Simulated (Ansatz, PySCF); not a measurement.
C₂H₁₂OSi₃, SMILES [SiH3][Si@H](OC)C[SiH3].

Geometry optimised at B3LYP-D3(BJ)/def2-SVP. The structure was generated by enumeration; whether it is a known compound was not checked. The values are those of a single conformer.

Vertical ionisation energy (IE) and electron affinity (EA) in eV. Rows of orbital energies are one-electron estimates. Where ΔSCF, EOM or ADC give a negative EA the extra electron is unbound and the value depends on the basis.

```csv
level,IE,EA
"−ε(HOMO), −ε(LUMO), r2SCAN/def2-TZVP (PySCF)",6.82,0.72
"−ε(HOMO), −ε(LUMO), PBE/def2-TZVP (PySCF)",6.51,0.97
"ΔSCF, PBE0/def2-SVPD (Ansatz), final states of multiplicity 2 and 2",___,___
"ΔSCF, PBE/def2-SVPD (Ansatz), final states of multiplicity 2 and 2",9.12,-0.99
```

**Question.** Some entries are withheld; supply them. (Estimate from the structure and the level; the computed values follow.)

**Answer.** 
- ΔSCF, PBE0/def2-SVPD (Ansatz, a program for electronic structure), final states of multiplicity 2 and 2, IE: 9.56
- ΔSCF, PBE0/def2-SVPD (Ansatz), final states of multiplicity 2 and 2, EA: -1.22

**Question.** What vertical singlet–triplet gap does ΔSCF give with PBE0/def2-SVPD (Ansatz) and with PBE/def2-SVPD (Ansatz)? (Estimate from the structure and the level; the computed values follow.)

**Answer.** 5.88 and 5.50 eV (triplet above singlet where positive).
